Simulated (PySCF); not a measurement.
Geometries of 2 isomers of C8H7N, from BHandHLYP/def2-SV(P) geometry optimisation, gas phase (PySCF 2.14.0). One conformer each, no zero-point energy, no frequencies.

Problem. Which is lower in electronic energy at this level?
A.
```xyz
16
angstrom
N     -1.937   -1.523    0.000
C     -1.120   -0.469    0.106
C     -1.646    0.908    0.335
C     -0.603    1.756    0.399
C      0.623    0.974    0.219
C      1.982    1.073    0.159
C      2.507   -0.267   -0.063
C      1.469   -1.154   -0.135
C      0.254   -0.396    0.041
H     -2.932   -1.413    0.063
H     -1.573   -2.445   -0.159
H     -2.699    1.145    0.427
H     -0.665    2.826    0.557
H      2.585    1.968    0.256
H      3.559   -0.511   -0.156
H      1.560   -2.222   -0.295
```
B.
```xyz
16
angstrom
C     -2.113   -0.509   -0.003
C     -1.967    0.893    0.242
C     -0.739    1.476    0.319
C      0.417    0.665    0.151
C      1.777    0.931    0.171
N      2.419   -0.244   -0.050
C      1.547   -1.271   -0.214
C      0.270   -0.746   -0.096
C     -1.030   -1.317   -0.170
H     -3.114   -0.927   -0.056
H     -2.861    1.496    0.368
H     -0.640    2.541    0.505
H      2.321    1.852    0.323
H      3.417   -0.341   -0.087
H      1.889   -2.278   -0.400
H     -1.153   -2.380   -0.356
```

Solution. B. That is `c1ccc2c[nH]cc2c1`, 42.8 kcal/mol below the other.

```
           SMILES                                       atoms numbered as above      E (Eh)  relative (kcal/mol)  relative (kJ/mol)  dipole (D)
 c1ccc2c[nH]cc2c1      [cH:1]1[cH:2][cH:3][c:4]2[cH:5][nH:6][cH:7][c:8]2[cH:9]1  -363.29687                  0.0                0.0        2.80
NC1=CC=C2C=CC=C12  [NH2:1][C:2]1=[CH:3][CH:4]=[C:5]2[CH:6]=[CH:7][CH:8]=[C:9]12  -363.22871                 42.8              178.9        3.81
```

As drawn, the lower has an aromatic ring, which the higher lacks; the higher has a C=C bond outside aromatic rings, which the lower lacks.
